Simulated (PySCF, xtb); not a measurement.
F2H4OSi2, SMILES [SiH3][Si](O)(F)F.

GFN2-xTB (xtb) at its own geometry gives an orbital gap of 5.15 eV and a dipole moment of 1.74 D.

Geometry: B3LYP-D3(BJ)/def2-SVP. This is a generated structure with no PubChem entry under its InChIKey; it may be hypothetical. The values are those of a single conformer.

### Question
What does HF/def2-TZVP in PySCF give? (An estimate is asked for; the answer gives what the named calculation found.)

### Answer
gap 15.28 eV (levels -12.22 and 3.06 eV), dipole 1.15 D.
